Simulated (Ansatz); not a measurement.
Born–Oppenheimer molecular dynamics of CH6BFOSSi (12 atoms, charge 0, multiplicity 1). It starts from a relaxed structure.

Computed with Ansatz 0.2.0, RKS PBE0-D4/STO-3G.

```json
{
  "ensemble": "NVT, Nosé–Hoover chain",
  "time step": "2 fs",
  "steps asked": "40",
  "set temperature": "300 K",
  "thermostat": "time constant 100 fs, chain length 3 (defaults)",
  "seed": "711440"
}
```

First frame:

```xyz
12
Properties=species:S:1:pos:R:3
B -1.993 0.397 0.873
O -1.166 1.092 0.094
Si 0.483 0.685 -0.183
C 0.851 -1.130 0.077
F 1.278 1.582 0.921
S 0.870 1.328 -2.162
H -1.669 -0.591 1.428
H -3.092 0.799 0.996
H 1.887 -1.357 -0.191
H 0.198 -1.754 -0.539
H 0.702 -1.415 1.123
H 1.729 0.308 -2.402
```

How far do the bonds stretch over the last three quarters of this one trajectory? (Pairs bonded in most of those frames.)


```
  bond  mean (Å)  spread (Å)  shortest  longest
 B1–O2     1.329       0.020      1.29     1.36
 B1–H7     1.182       0.022      1.14     1.22
 B1–H8     1.178       0.026      1.14     1.22
O2–Si3     1.714       0.015      1.69     1.74
Si3–C4     1.876       0.017      1.84     1.90
Si3–F5     1.629       0.024      1.60     1.67
Si3–S6     2.119       0.022      2.09     2.15
 C4–H9     1.096       0.025      1.06     1.13
C4–H10     1.094       0.026      1.04     1.15
C4–H11     1.100       0.036      1.04     1.16
S6–H12     1.357       0.025      1.32     1.39
```

Mean temperature of the second half: 158 K. The conserved energy wandered by up to 5.4 meV per atom (net 4.6 meV per atom), which is poor conservation. The mean temperature of the second half is 47 % below the set value. A step of 2 fs is long for free X–H stretches (periods near 10 fs) and can bias their spread and the temperature. A run of 0.08 ps of so small a system gives no equilibrium averages. Limits of this set-up: minimal basis.

Time of the run: 83 s on 1 thread of AMD EPYC 7R13 Processor (Zen 3), on a shared host, peak memory 0.11 GiB.
